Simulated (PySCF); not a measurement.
C2H4ClNOSi, SMILES N1=C[Si@@](Cl)(C1)O. Geometry optimised at B3LYP-D3(BJ)/def2-SVP. The structure was generated by enumeration; whether it is a known compound was not checked. One conformer was computed; it need not be the lowest.

Computed equilibrium geometry at B3LYP-D3(BJ)/def2-SVP (PySCF confirms it by a frequency run) as a Z-matrix (one conformer of several):
```
Si
O 1 1.6544
H 2 0.9650 1 118.79
C 1 1.8818 2 121.24 3 118.01
N 4 1.2876 1 94.35 2 113.05
H 4 1.0984 5 121.58 1 -178.95
C 5 1.4965 4 106.02 6 179.89
H 7 1.1013 5 111.34 4 121.83
H 7 1.1018 8 108.15 5 -122.19
Cl 1 2.0879 2 108.21 3 -19.33
```
Charge 0, spin multiplicity 1.
